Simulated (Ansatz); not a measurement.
Mulliken charges of `[OH][GeH]([F])[SiH3]` from PBE/def2-TZVPP in Ansatz (PBE0-D4/def2-TZVP geometry).

```json
{"atom": "O1", "x (Å)": "-0.798", "y (Å)": "0.417", "z (Å)": "1.786", "charge (e)": "-0.382"}
{"atom": "Ge2", "x (Å)": "-0.742", "y (Å)": "0.451", "z (Å)": "0.017", "charge (e)": "0.607"}
{"atom": "F3", "x (Å)": "-0.479", "y (Å)": "2.117", "z (Å)": "-0.445", "charge (e)": "-0.349"}
{"atom": "Si4", "x (Å)": "1.167", "y (Å)": "-0.813", "z (Å)": "-0.638", "charge (e)": "0.055"}
{"atom": "H5", "x (Å)": "-1.566", "y (Å)": "0.863", "z (Å)": "2.152", "charge (e)": "0.183"}
{"atom": "H6", "x (Å)": "-2.131", "y (Å)": "0.122", "z (Å)": "-0.568", "charge (e)": "-0.042"}
{"atom": "H7", "x (Å)": "1.311", "y (Å)": "-0.721", "z (Å)": "-2.113", "charge (e)": "-0.025"}
{"atom": "H8", "x (Å)": "0.963", "y (Å)": "-2.229", "z (Å)": "-0.243", "charge (e)": "-0.027"}
{"atom": "H9", "x (Å)": "2.364", "y (Å)": "-0.254", "z (Å)": "0.035", "charge (e)": "-0.020"}
```

Problem. By hand: the dipole of these point charges (1 e Å = 4.8032 D).

Solution. Σ q r = (-0.217, -0.433, -0.075) e Å, of length 0.490 e Å = 2.35 D.

Problem. How does the dipole of the full density compare? (Best estimate.)

Solution. Computed: (-0.149, -0.325, -0.035) e Å, 1.73 D; the point charges give 1.36 times that, at 4° from its direction.

Point charges leave out the atoms' own dipoles, such as those of lone pairs, and Mulliken's split depends on the basis, so the two needn't agree.
